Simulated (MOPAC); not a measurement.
A run for MOPAC: AM1 on CH7PSi (SMILES C[SiH2]P), a point of a torsion scan.

```
AM1 1SCF PRECISE CHARGE=0 THREADS=1
CH7PSi

C     -1.20592728 1     0.65636069 1    -0.09151020 1
Si    -0.07897879 1    -0.86235457 1     0.12761990 1
P      2.08355930 1    -0.27414823 1     0.33808481 1
H     -2.24999740 1     0.36422024 1    -0.14335162 1
H     -1.09584850 1     1.34503917 1     0.74249623 1
H     -0.96852673 1     1.20151683 1    -1.00184252 1
H     -0.43129101 1    -1.57579837 1     1.35999541 1
H     -0.22276137 1    -1.76188384 1    -1.02304377 1
H      2.36540610 1    -0.32087354 1    -1.01428880 1
H      1.86602411 1     1.09038248 1     0.29884778 1
```

Program output:

```
*******************************************************************************
 **                                                                           **
 **                              MOPAC v23.2.5                                **
 **                                                                           **
 *******************************************************************************
 ** MOPAC's Digital Object Identifier: https://doi.org/10.5281/zenodo.6511958 **
 **                                                                           **
 ** Please cite the open-source release paper for use of this MOPAC version:  **
 ** J. E. Moussa and J. J. P. Stewart (2026)                                  **
 ** MOPAC: An open-source semiempirical molecular orbital program             **
 ** J. Open Source Softw., 11(119), 8025, https://doi.org/10.21105/joss.08025 **
 *******************************************************************************

                              AM1 CALCULATION RESULTS

 *******************************************************************************
 *  AM1        - The AM1 Hamiltonian to be used
 *
 *
 *
 *                 CHARGE ON SYSTEM = 0
 *
 *
 *
 *  PRECISE    - TIGHTER CRITERIA TO BE USED
 *  1SCF       - DO 1 SCF AND THEN STOP
 *  THREADS=1  - MULTI-THREADING NOT USED
 *  T=         - A TIME OF 172800.0 SECONDS REQUESTED
 *  DUMP=N     - RESTART FILE WRITTEN EVERY 7200.0 SECONDS REQUESTED
 *******************************************************************************
AM1 1SCF PRECISE CHARGE=0 THREADS=1
 CH7PSi

   ATOM   CHEMICAL          X               Y               Z
  NUMBER   SYMBOL      (ANGSTROMS)     (ANGSTROMS)     (ANGSTROMS)

     1       C         -1.20592728  *   0.65636069  *  -0.09151020  *
     2      Si         -0.07897879  *  -0.86235457  *   0.12761990  *
     3       P          2.08355930  *  -0.27414823  *   0.33808481  *
     4       H         -2.24999740  *   0.36422024  *  -0.14335162  *
     5       H         -1.09584850  *   1.34503917  *   0.74249623  *
     6       H         -0.96852673  *   1.20151683  *  -1.00184252  *
     7       H         -0.43129101  *  -1.57579837  *   1.35999541  *
     8       H         -0.22276137  *  -1.76188384  *  -1.02304377  *
     9       H          2.36540610  *  -0.32087354  *  -1.01428880  *
    10       H          1.86602411  *   1.09038248  *   0.29884778  *



          CARTESIAN COORDINATES

    NO.       ATOM           X           Y           Z

     1         C         -1.2059      0.6564     -0.0915
     2        Si         -0.0790     -0.8624      0.1276
     3         P          2.0836     -0.2741      0.3381
     4         H         -2.2500      0.3642     -0.1434
     5         H         -1.0958      1.3450      0.7425
     6         H         -0.9685      1.2015     -1.0018
     7         H         -0.4313     -1.5758      1.3600
     8         H         -0.2228     -1.7619     -1.0230
     9         H          2.3654     -0.3209     -1.0143
    10         H          1.8660      1.0904      0.2988

  H: (AM1): M.J.S. DEWAR ET AL, J. AM. CHEM. SOC. 107 3902-3909 (1985)
  C: (AM1): M.J.S. DEWAR ET AL, J. AM. CHEM. SOC. 107 3902-3909 (1985)
 Si: (AM1): M.J.S.DEWAR, C. JIE, ORGANOMETALLICS, 6, 1486-1490 (1987).
  P: (AM1): M.J.S.DEWAR, JIE, C, THEOCHEM, 187, 1 (1989)

           Empirical Formula: C H7 Si P  =    10 atoms



      MOLECULAR POINT GROUP   :   C1


      RHF CALCULATION, NO. OF DOUBLY OCCUPIED LEVELS = 10


 -------------------------------------------------------------------------------
 AM1 1SCF PRECISE CHARGE=0 THREADS=1
 CH7PSi



     1SCF WAS SPECIFIED, SO BFGS WAS NOT USED
     SCF FIELD WAS ACHIEVED


                              AM1 CALCULATION
                                                       MOPAC v23.2.5 Linux




          FINAL HEAT OF FORMATION =          1.83178 KCAL/MOL =       7.66418 KJ/MOL


          COSMO AREA              =        120.79 SQUARE ANGSTROMS
          COSMO VOLUME            =        111.19 CUBIC ANGSTROMS

          IONIZATION POTENTIAL    =         10.197751 EV
          HOMO LUMO ENERGIES (EV) =        -10.198 -0.700
          NO. OF FILLED LEVELS    =         10
          MOLECULAR WEIGHT        =         78.1256         POINT GROUP:  C1

          MOLECULAR DIMENSIONS (Angstroms)

            Atom       Atom       Distance
            H     9    H     4     4.74656
            H     7    H     6     3.65245
            H    10    H     8     3.30613


          SCF CALCULATIONS        =          1





   ATOM   CHEMICAL          X               Y               Z
  NUMBER   SYMBOL      (ANGSTROMS)     (ANGSTROMS)     (ANGSTROMS)

     1       C         -1.20592728  *   0.65636069  *  -0.09151020  *
     2      Si         -0.07897879  *  -0.86235457  *   0.12761990  *
     3       P          2.08355930  *  -0.27414823  *   0.33808481  *
     4       H         -2.24999740  *   0.36422024  *  -0.14335162  *
     5       H         -1.09584850  *   1.34503917  *   0.74249623  *
     6       H         -0.96852673  *   1.20151683  *  -1.00184252  *
     7       H         -0.43129101  *  -1.57579837  *   1.35999541  *
     8       H         -0.22276137  *  -1.76188384  *  -1.02304377  *
     9       H          2.36540610  *  -0.32087354  *  -1.01428880  *
    10       H          1.86602411  *   1.09038248  *   0.29884778  *

                             CARTESIAN COORDINATES

   1    C       -1.205927280     0.656360690    -0.091510200
   2   Si       -0.078978790    -0.862354570     0.127619900
   3    P        2.083559300    -0.274148230     0.338084810
   4    H       -2.249997400     0.364220240    -0.143351620
   5    H       -1.095848500     1.345039170     0.742496230
   6    H       -0.968526730     1.201516830    -1.001842520
   7    H       -0.431291010    -1.575798370     1.359995410
   8    H       -0.222761370    -1.761883840    -1.023043770
   9    H        2.365406100    -0.320873540    -1.014288800
  10    H        1.866024110     1.090382480     0.298847780


           Empirical Formula: C H7 Si P  =    10 atoms



      MOLECULAR POINT GROUP   :   C1


                  EIGENVALUES
 -29.35817 -21.48266 -15.47787 -14.55979 -14.15469 -13.12221 -12.49998 -11.90103
 -11.54647 -10.19775  -0.69990   1.07748   1.24342   1.58946   1.68608   1.78655
   4.10594   4.13794   4.96288


              NET ATOMIC CHARGES AND DIPOLE CONTRIBUTIONS

  ATOM NO.   TYPE          CHARGE      No. of ELECS.   s-Pop       p-Pop
    1          C          -0.501224        4.5012     1.25755     3.24367
    2         Si           0.808336        3.1917     0.87669     2.31497
    3          P          -0.458271        5.4583     1.84853     3.60974
    4          H           0.097526        0.9025     0.90247
    5          H           0.092266        0.9077     0.90773
    6          H           0.084982        0.9150     0.91502
    7          H          -0.152528        1.1525     1.15253
    8          H          -0.173012        1.1730     1.17301
    9          H           0.100089        0.8999     0.89991
   10          H           0.101835        0.8982     0.89816
 DIPOLE           X         Y         Z       TOTAL
 POINT-CHG.    -1.374    -0.070    -0.663     1.527
 HYBRID        -0.946     1.432    -1.359     2.189
 SUM           -2.320     1.362    -2.022     3.365


          ATOMIC ORBITAL ELECTRON POPULATIONS

     Atom    s        px        py        pz
    1  C   1.25755   1.08519   1.10671   1.05177
    2 Si   0.87669   0.70679   0.77541   0.83277
    3  P   1.84853   1.28959   1.15055   1.16960
    4  H   0.90247
    5  H   0.90773
    6  H   0.91502
    7  H   1.15253
    8  H   1.17301
    9  H   0.89991
   10  H   0.89816

 **********************
 *                    *
 * JOB ENDED NORMALLY *
 *                    *
 **********************




 == MOPAC DONE ==
```

The run finished.

Cost: about 0.020 core-seconds (a rough figure).
